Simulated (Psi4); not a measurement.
C$_{2}$H$_{4}$O$_{2}$, charge -1, doublet, at a GFN2-xTB geometry (a state made from the parent by changing its charge; the spin is typed, not shown lowest) (a gas-phase anion, which may not be bound at this level); PBE/cc-pVDZ run with Psi4.

Psi4 was given this input:
```
memory 2 GB

molecule mol {
-1 2
C    -1.356943   -0.346950   -0.014702
O    -0.116211   -0.920962   -0.205220
C     1.015953    0.076571   -0.157257
O     0.775794    1.256962    0.285561
H    -1.969029   -0.394070   -0.933834
H    -1.906759   -0.864197    0.790425
H    -1.213904    0.708718    0.266746
H     1.858964   -0.516171    0.265680
}

set {
  basis cc-pvdz
  reference uks
  scf_type pk
  puream true
  d_convergence 1e-8
  dft_radial_points 99
  dft_spherical_points 590
}

energy('pbe')
print_variables()
```

It wrote (shortened):

```
   => Loading Basis Set <=

    Name: CC-PVDZ
    Role: ORBITAL
    Keyword: BASIS

         ---------------------------------------------------------
                                   SCF
               by Justin Turney, Rob Parrish, Andy Simmonett
                          and Daniel G. A. Smith
                              UKS Reference
         ---------------------------------------------------------

  ==> Geometry <==

    Molecular point group: c1
    Full point group: C1

    Geometry (in Angstrom), charge = -1, multiplicity = 2:

       Center              X                  Y                   Z               Mass
    ------------   -----------------  -----------------  -----------------  -----------------
         C           -1.410292299697    -0.364538539735    -0.008264275518    12.000000000000
         O           -0.169560299697    -0.938550539735    -0.198782275518    15.994914619570
         C            0.962603700303     0.058982460265    -0.150819275518    12.000000000000
         O            0.722444700303     1.239373460265     0.291998724482    15.994914619570
         H           -2.022378299697    -0.411658539735    -0.927396275518     1.007825032230
         H           -1.960108299697    -0.881785539735     0.796862724482     1.007825032230
         H           -1.267253299697     0.691129460265     0.273183724482     1.007825032230
         H            1.805614700303    -0.533759539735     0.272117724482     1.007825032230

  Running in c1 symmetry.

  Rotational constants: A =      0.62388  B =      0.21716  C =      0.16753 [cm^-1]
  Rotational constants: A =  18703.44496  B =   6510.31191  C =   5022.37778 [MHz]
  Nuclear repulsion =  118.395699388453181

  Charge       = -1
  Multiplicity = 2
  Electrons    = 33
  Nalpha       = 17
  Nbeta        = 16

  ==> Algorithm <==

  SCF Algorithm Type is PK.
  DIIS enabled.
  MOM disabled.
  Fractional occupation disabled.
  Guess Type is SAD.
  Energy threshold   = 1.00e-06
  Density threshold  = 1.00e-08
  Integral threshold = 1.00e-12

  ==> Primary Basis <==

  Basis Set: CC-PVDZ
    Blend: CC-PVDZ
    Number of shells: 36
    Number of basis functions: 76
    Number of Cartesian functions: 80
    Spherical Harmonics?: true
    Max angular momentum: 2

  ==> DFT Potential <==

   => LibXC <=

    Version 7.1.2
    S. Lehtola, C. Steigemann, M. J. T. Oliveira, and M. A. L. Marques,  SoftwareX 7, 1–5 (2018) (10.1016/j.softx.2017.11.002)

   => Composite Functional: PBE <=

[...]
      Ntotal   =   32.9999997894 ; deviation = -2.106e-07

   @Spin Contamination Metric:   1.458374531E-03
   @S^2 Expected:                7.500000000E-01
   @S^2 Observed:                7.514583745E-01
   @S   Expected:                5.000000000E-01
   @S   Observed:                5.000000000E-01

    Orbital Energies [Eh]
    ---------------------

    Alpha Occupied:

[...]
    Alpha Virtual:

[...]
    Beta Occupied:

[...]
      16A      0.044157

    Beta Virtual:

[...]
    Final Occupation by Irrep:
              A
    DOCC [    16 ]
    SOCC [     1 ]
    NA   [    17 ]
    NB   [    16 ]

  @UKS Final Energy:  -228.74318370031938

   => Energetics <=

    Nuclear Repulsion Energy =            118.3956993884531812
    One-Electron Energy =                -555.1947867460056614
    Two-Electron Energy =                 237.5501321387062603
    DFT Exchange-Correlation Energy =     -29.4942284814731508
    Empirical Dispersion Energy =           0.0000000000000000
    VV10 Nonlocal Energy =                  0.0000000000000000
    Total Energy =                       -228.7431837003193777

  UHF NO Occupations:
  HONO-2 :   15  A 1.9999216
  HONO-1 :   16  A 1.9995091
  HONO-0 :   17  A 1.0000000
  LUNO+0 :   18  A 0.0004909
  LUNO+1 :   19  A 0.0000784
  LUNO+2 :   20  A 0.0000512
  LUNO+3 :   21  A 0.0000455

Computation Completed

Properties will be evaluated at   0.000000,   0.000000,   0.000000 [a0]

Properties computed using the SCF density matrix

 Multipole Moments:

 ------------------------------------------------------------------------------------
     Multipole            Electronic (a.u.)      Nuclear  (a.u.)        Total (a.u.)
 ------------------------------------------------------------------------------------

 L = 1.  Multiply by 2.5417464519 to convert [e a0] to [Debye]
 Dipole X            :          2.3997408           -3.2261057           -0.8263648
 Dipole Y            :          0.5926748           -1.0635894           -0.4709146
 Dipole Z            :         -0.3142459            0.3892801            0.0750343
 Magnitude           :                                                    0.9540805

 ------------------------------------------------------------------------------------

  Variable Map:
  ----------------------------------------------------------------------------
[...]
  Array Variable Map:
  ----------------------------------------------------------------------------
[...]
[...]
```
